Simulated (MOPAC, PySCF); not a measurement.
[Mo(=O)(F)4], neutral singlet in the gas phase. 

Cartesian coordinates (Å):
```xyz
6

Mo     0.0043    -0.0180     0.0161
O      0.2953    -1.2402     1.1098
F      0.4017    -0.7504    -1.6395
F     -0.5609     1.4191     1.0410
F     -1.7751    -0.2148    -0.4637
F      1.6154     0.8854    -0.1365
```
Charge 0, multiplicity 1.

All levels are single points at this geometry (PBE-D3(BJ)/def2-SVP); Pople sets use spherical d functions. Orbital energies aren't observables, and empty levels follow the basis.

| level | HOMO (eV) | LUMO (eV) | gap (eV) | dipole (D) | vertical IE, Delta-SCF (eV) |
|---|---|---|---|---|---|
| B3LYP-D3(BJ)/def2-TZVP in PySCF | -11.68 | -5.53 | 6.15 | 0.07 | – |
| TPSSh-D3(BJ)/def2-TZVP in PySCF | -10.93 | -5.62 | 5.30 | 0.00 | – |
| B3LYP/6-311+G** (LANL2DZ on Mo) in PySCF | -11.97 | -6.26 | 5.71 | 0.41 | – |
| HF/6-31G* (LANL2DZ on Mo) in PySCF | -16.60 | -2.50 | 14.10 | 0.39 | 14.95 |
| AM1 in MOPAC | -14.49 | -2.85 | 11.64 | 0.51 | – |
| PM7 in MOPAC | -14.24 | -2.38 | 11.86 | 0.61 | – |
